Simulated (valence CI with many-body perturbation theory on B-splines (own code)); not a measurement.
**Ladder of approximations for Dy53+**

Computed by relativistic CI+MBPT: three valence electrons over a frozen Dirac-Fock core [Ne], a basis of 11 s, 11 p, 9 d, 7 f, 5 g, 2 h, 1 i functions for each j, with the one-electron correlation potential Σ1 (screened to all orders), the two-electron term Σ2, the three-electron term Σ3, Breit, model QED; selected single and double excitations, second order for the rest (own B-spline code, finite nucleus).

No measured spectrum was set against this ion. As an estimate, large intervals hold to a few tenths of a per cent, small ones and those within an open d or f shell to about a per cent.

Each rung adds one term. CI alone is the Dirac-Coulomb CI over the frozen core; QED comes last and gives the full result, which names the levels. Energies are above (3s^2 3p1/2) J=1/2 on the same rung, in × 10³ cm⁻¹.

Levels are named by their leading jj configuration (3d3/2^4 stands for four electrons in 3d with j = 3/2), which in mixed levels can hold well under half, so a name can repeat and another be missing. Letters in brackets count levels of one name in rising energy.

```
                     Level  CI alone     Σ1     Σ2     Σ3   Breit     QED    Full
        (3s 3p1/2^2) J=1/2    1128.4  -2.08  -0.29  +0.10  +21.99  -24.56  1123.6
        (3s^2 3p3/2) J=3/2    1723.3  +1.11  +0.61  +0.01  -21.88   +2.15  1705.3
(3s 3p1/2 3p3/2) J=3/2 [a]    2646.4  -0.97  +2.18  +0.24   -0.18  -22.02  2625.7
    (3s 3p1/2 3p3/2) J=5/2    2775.3  -0.93  +1.15  +0.17   -4.83  -21.71  2749.1
(3s 3p1/2 3p3/2) J=3/2 [b]    2929.5  -0.92  -0.40  +0.13   -5.99  -19.02  2903.3
    (3s 3p1/2 3p3/2) J=1/2    2999.5  -0.96  -3.36  +0.01   +0.26  -22.38  2973.1
        (3s^2 3d3/2) J=3/2    3364.8  -0.77  -4.66  -0.31  -24.16   -5.47  3329.4
        (3s^2 3d5/2) J=5/2    3701.3  +0.24  -2.55  -0.23  -39.49   -1.76  3657.5
     (3p1/2^2 3p3/2) J=3/2    4049.9  -2.93  -1.09  +0.29  +12.53  -40.19  4018.6
(3s 3p1/2 3d3/2) J=3/2 [a]    4164.3  -2.84  -0.40  +0.03   -2.64  -29.85  4128.6
    (3s 3p1/2 3d3/2) J=5/2    4258.4  -2.79  -0.57  +0.03  -10.09  -26.30  4218.6
    (3s 3p1/2 3d3/2) J=1/2    4439.4  -2.80  -3.83  -0.17   -5.48  -26.21  4400.9
        (3s 3p3/2^2) J=5/2    4471.3  +0.16  +0.96  +0.07  -24.35  -19.43  4428.7
(3s 3p1/2 3d3/2) J=3/2 [b]    4474.6  -2.74  -3.96  -0.33   -6.06  -27.37  4434.2
(3s 3p1/2 3d5/2) J=5/2 [a]    4658.6  -1.82  -1.42  -0.17  -18.32  -25.21  4611.7
        (3s 3p3/2^2) J=1/2    4722.5  +0.17  -0.87  -0.03  -20.58  -19.91  4681.3
    (3s 3p1/2 3d5/2) J=7/2    4752.8  -1.80  -1.91  -0.10  -23.42  -25.15  4700.4
        (3s 3p3/2^2) J=3/2    4775.0  +0.16  -3.32  -0.02  -22.88  -20.00  4728.9
(3s 3p1/2 3d5/2) J=5/2 [b]    4826.2  -1.83  -2.28  -0.42  -20.20  -25.48  4776.0
```

The middle columns are the shifts that each term adds.

(1) How does the ionisation energy move along the ladder, and which term matters most?

Answers

(1) CI alone 5072.5, + Σ1 5073.7, + Σ2 5073.6, + Σ3 5073.5, + Breit 5067.0, + QED 5067.0 eV. The largest step is Breit, -6.5 eV. NIST lists 5066 ± 5 eV (theoretical).
